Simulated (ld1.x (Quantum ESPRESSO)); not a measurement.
## Before and after: PAW potential for calcium (Ca)

Ca (Z = 20), PAW, made with ld1.x (Quantum ESPRESSO) 7.5 (LDA (PZ), scalar-relativistic). Core [Ne], reference 3s2 3p6 3d0 4s0 4p0 (charge +2). Waves: 3s (bound): rcut 1.55, rcutus 2.10 bohr; 4s (bound, empty): rcut 1.55, rcutus 2.10 bohr; 3p (bound): rcut 1.65, rcutus 1.85 bohr; 4p (bound, empty): rcut 1.65, rcutus 1.85 bohr; 3d (bound, empty): rcut 1.65, rcutus 1.75 bohr; 3d channel at 2 Ry: rcut 1.65, rcutus 1.75 bohr. Local part: all-electron potential smoothed inside 1.50 bohr (lloc = -2). Core correction: a·sin(br)/r model core inside 1.35 bohr. Augmentation charge: BESSEL, radius 1.20 bohr.

Change: all radii but the core radius scaled by about 1.11 (s 2.32, p 2.04, d 1.94 bohr, rcut 1.72/1.82/1.82); local potential all-electron potential smoothed inside 1.66 bohr (lloc = -2); augmentation BESSEL, radius 1.32 bohr.

Cutoffs: the cutoffs (Ry, on a coarse ladder) from which the occupation-weighted sum of valence levels, in a spherical-Bessel basis at the reference potential, stays within 10 and 1 mRy of its value at 400 Ry; they do not see the model core or the augmentation charge, which bear on the density cutoff. Errors are all-electron minus pseudo energies relative to the spin-unpolarised reference configuration.

Q: How do hardness, ghosts and transferability respond?

A: The potential gets softer (25 Ry and 40 Ry → 18 Ry and 35 Ry); of the 9 tests that both files solve, the error grows in 7 and shrinks in 0 by more than 15 % and 0.3 meV (median size 0.6 → 2.0 meV); neither file shows a bound ghost. A larger radius leaves more room for a smooth pseudo-wave, so fewer plane waves are needed. More of the atom is replaced by a form fitted at one configuration, so other configurations suffer.

```tsv
quantity	base	changed
cutoff, loose	25 Ry	18 Ry
cutoff, tight	40 Ry	35 Ry
loose cutoff by channel (10 mRy a level)	s 10 Ry, p 18 Ry	s 8 Ry, p 15 Ry
bound ghosts	none	none
error for 3s2 3p6 3d0 4s2 4p0, meV [ΔE -18.41 eV]	+1.0	+2.9
error for 3s2 3p6 3d0 4s1 4p0, meV [ΔE -11.95 eV]	+0.5	+1.1
error for 3s2 3p6 3d0 4s1.5 4p0, meV [ΔE -15.85 eV]	+0.7	+2.1
error for 3s1 3p6 3d0 4s2 4p0, meV [ΔE 35.56 eV]	+22	+86
error for 3s2 3p6 3d1 4s1 4p0, meV [ΔE -16.17 eV]	+0.6	+4.4
error for 3s2 3p6 3d0 4s0 4p2, meV [ΔE -13.30 eV]	+0.5	+0.7
error for 3s2 3p6 3d0 4s0 4p1, meV [ΔE -8.83 eV]	+0.3	+0.4
error for 3s2 3p6 3d0 4s1 4p0 (spin-polarised), meV [ΔE -12.16 eV]	+0.5	+1.1
error for 3s2 3p6 3d0 4s1.5 4p0 (spin-polarised), meV [ΔE -15.88 eV]	+0.7	+2.0
lowest overlap eigenvalue by channel	s 0.10, p 0.22, d 0.40	s 0.06, p 0.14, d 0.26
```
